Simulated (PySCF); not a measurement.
C2H8PSi2 (doublet state).
Structure used (GFN2-xTB), in Å, numbered top down from 1:
```xyz
13
C2H8PSi2 angstrom
C     -2.815    0.972   -0.322
C     -1.573    0.690   -0.457
Si    -0.788   -1.080   -0.291
Si     1.479   -0.768    0.089
P      1.930    1.422   -0.144
H     -3.720    0.454   -0.098
H     -0.831    1.450   -0.691
H     -1.497   -1.789    0.781
H     -1.085   -1.809   -1.530
H      2.350   -1.424   -0.895
H      1.932   -1.252    1.401
H      3.210    1.347    0.366
H      1.403    1.788    1.080
```

The hyperfine couplings belong to this conformer and change with its torsions.

Identity: `[H]/[C]=C\[SiH2][SiH2]P` [radical].

Computed with UKS B3LYP, pcH-1 on C H P Si, non-relativistic, mean-field spin-orbit, GIAO (PySCF 2.14.0). Isolated species at its GFN2-xTB geometry (one conformer only). Couplings are sensitive to structure, and on GFN2-xTB geometries they can be far from those on DFT ones. The SCF solution wasn't tested for stability.

Principal values of hyperfine tensors in MHz (contact, dipolar and spin–orbit terms together), for some of the nuclei:

```tsv
atom	isotope	A1	A2	A3
C1	13C	212.42	232.78	423.24
H7	1H	144.89	145.91	163.06
H6	1H	24.21	47.57	91.20
C2	13C	-47.32	-28.35	-12.26
Si4	29Si	-17.21	-11.70	-11.49
H8	1H	-9.15	-7.49	-2.35
H9	1H	-8.64	-7.22	-2.81
P5	31P	4.12	5.03	7.75
```

**Question.** Give the isotropic coupling of each nucleus in MHz and in mT (g = 2.0022), and the anisotropic part.

**Answer.** a_iso = (A1 + A2 + A3)/3, Ti = Ai − a_iso; 1 mT corresponds to 28.023 MHz. The tensors hold a spin–orbit part: the run splits a_iso into a_FC + a_SO, and T includes its anisotropic share.

```csv
atom,a_iso (MHz),a_FC,a_SO,a_iso (mT),T1,T2,T3
C1,289.48,289.62,-0.14,10.330,-77.06,-56.70,133.76
H7,151.29,151.29,-0.01,5.399,-6.40,-5.37,11.77
H6,54.32,54.33,0.00,1.939,-30.12,-6.76,36.87
C2,-29.31,-29.30,-0.01,-1.046,-18.01,0.96,17.05
Si4,-13.47,-13.49,0.02,-0.481,-3.74,1.77,1.98
H8,-6.33,-6.33,0.00,-0.226,-2.82,-1.16,3.98
H9,-6.22,-6.23,0.00,-0.222,-2.41,-1.00,3.41
P5,5.63,5.64,0.00,0.201,-1.52,-0.61,2.12
```

**Question.** What spin density at the nucleus of H7 lies behind its contact coupling (g_N = 5.58569)?

**Answer.** a_FC = 800.24 MHz bohr³ × g_N × ρ(0)/(2S). With a_FC = 151.29 MHz and 2S = 1, ρ(0) = 0.03385 bohr⁻³. In magnitude that is 10.6 % of the 1/π = 0.318 of a free hydrogen atom.

**Question.** Si3 (29Si, g_N = -1.11058) isn't in the table. Its spin density at the nucleus is 0.1542 bohr⁻³. What is its contact coupling?

**Answer.** By the same relation, a_FC = -137.0 MHz. The spin–orbit term adds +0.19 MHz. Its full tensor has the principal values -167.98, -121.91, -120.54 MHz.

**Question.** Which nucleus of the table has the largest anisotropic coupling, and what is its form?

**Answer.** C1: -77.1, -56.7, 133.8 MHz (the dipolar term alone has -76.9, -56.7, 133.6), rhombic: the two smaller values differ by 15 % of the largest.

**Question.** What first-order splitting does H6 cause when the field lies along A1, A2 or A3 of its tensor (g taken as isotropic, no quadrupole term)?

**Answer.** 2 lines (I = 1/2), spaced by |A_i|/(g × 13.996): 0.86, 1.70, 3.25 mT along the axes of A1, A2 and A3.
